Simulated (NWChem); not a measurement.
Species: C2H6OSi; SMILES O=CC[SiH3]

```xyz
10

O     -0.4665     2.1116    -0.2183
C      0.1600     1.2862     0.3912
C      0.8021     0.0805    -0.2172
Si    -0.2492    -1.4904     0.0030
H      0.2802     1.3675     1.5049
H      1.7740    -0.1193     0.2645
H      0.9469     0.2448    -1.2967
H     -1.5448    -1.3444    -0.7205
H     -0.5173    -1.7221     1.4545
H      0.5083    -2.6534    -0.5463
```
Atoms are numbered in this order, from 1.

Program: NWChem. Medium grid unless said otherwise, to which SCAN and Minnesota functionals are sensitive. The geometry was optimised at PBE0/def2-SVP. B3LYP is NWChem's, with the RPA form of VWN correlation.

Task: Order these by “highest occupied level (eV)”, lowest first: M06-2X/def2-SVP; BLYP/def2-SVP; PBE0/def2-SVP.

Result: M06-2X/def2-SVP (-8.93), PBE0/def2-SVP (-7.36), BLYP/def2-SVP (-5.57)
